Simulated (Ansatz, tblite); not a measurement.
Forces on the cluster Ge₅Se at its r2SCAN-D4/def2-SVP geometry. The state is a singlet with charge 0.

The xTB rows come from tblite. Another isomer (singlet) lies 0.07 eV lower at r2SCAN-D4/def2-TZVP; other spin states weren't run for this one.

GFN1-xTB (tblite), largest force 1.49 eV/Å:

```xyz
6
positions Å, forces eV/Å
Ge    0.874    0.780    1.388   -0.522   -0.466   -0.829
Ge   -0.414   -1.509    1.098    0.259    1.085   -0.905
Ge   -1.629    0.842    0.542    1.170   -0.677   -0.488
Ge    1.621   -0.848   -0.554   -1.267    0.590    0.334
Ge    0.406    1.502   -1.111   -0.356   -1.172    0.751
Se   -0.858   -0.766   -1.363    0.716    0.639    1.137
```

GFN2-xTB (tblite), largest force 1.05 eV/Å:

```
Ge -0.077 -0.069 -0.122
Ge 0.012 0.341 -0.490
Ge 0.364 -0.340 -0.329
Ge -0.578 0.149 -0.011
Ge -0.226 -0.532 0.151
Se 0.504 0.450 0.801
```

PBE-D4/def2-TZVP (Ansatz), largest force 0.45 eV/Å:

```
Ge 0.216 0.193 0.343
Ge -0.104 -0.278 0.121
Ge -0.301 0.104 0.030
Ge 0.227 -0.171 -0.148
Ge 0.030 0.212 -0.238
Se -0.068 -0.061 -0.108
```
